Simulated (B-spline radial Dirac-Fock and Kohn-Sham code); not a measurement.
## How the levels of cesium move as electrons are removed

Method: ΔSCF Dirac-Fock with Breit, self-energy and vacuum polarisation, finite nucleus, configuration average. Computed with a radial finite-basis atomic code. Each ion is free and in its tabulated ground configuration. No correlation.

Reference: Cs¹⁴⁺, [Kr] 4d5, with K 36302.8 eV, L1 6039.4 eV, M2 1377.3 eV, M4 1047.9 eV, M5 1033.8 eV. Shifts from it, in eV (a dash: the subshell is empty, belongs to an open shell averaged over j, or its hole state is left out as unreliable):

```tsv
ion	configuration	K	L1	M2	M4	M5
Cs¹⁵⁺	[Kr] 4d4	+39.3	+39.3	+37.0	+37.1	+37.0
Cs¹⁶⁺	[Kr] 4d3	+79.8	+79.8	+74.9	+75.1	+75.0
Cs¹⁷⁺	[Kr] 4d2	+121.6	+121.5	+113.9	+114.2	+114.1
Cs¹⁸⁺	[Kr] 4d1	+164.7	+164.4	+153.9	+154.3	+154.1
Cs¹⁹⁺	[Ar] 3d10 4s2 4p6	+208.9	+208.5	+194.8	+195.4	+195.1
Cs²⁰⁺	[Ar] 3d10 4s2 4p5	+258.0	+254.6	+237.0	+238.2	+237.9
Cs²¹⁺	[Ar] 3d10 4s2 4p4	+308.1	+301.5	+279.9	+281.8	+281.4
Cs²²⁺	[Ar] 3d10 4s2 4p3	+359.4	+349.4	–	+326.1	+325.7
Cs²³⁺	[Ar] 3d10 4s2 4p2	+411.6	+398.2	+367.6	+371.2	+370.6
```
